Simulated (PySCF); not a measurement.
C₃H₄ClF, SMILES C/C(Cl)=C\F.

Coordinates come from a PBE0-D3(BJ)/def2-SVP optimisation.

The numbers are results of PySCF with PBE/def2-TZVP, not measurements.

The molecule is in vacuum.

```yaml
total_energy: -676.40719 hartree
point_group: Cs
highest_occupied_level: -5.86 eV
lowest_empty_level: -0.91 eV
orbital_gap: 4.95 eV
dipole_moment: 0.54 D
quadrupole, principal values (traceless, Buckingham form, about the centre of nuclear charge): -4.68, -0.77, 5.45 D·Å
mean_static_polarisability: 50.5 bohr³ (7.49 Å³)
polarisability_principal_values: 35.0, 53.3, 63.3 bohr³
```
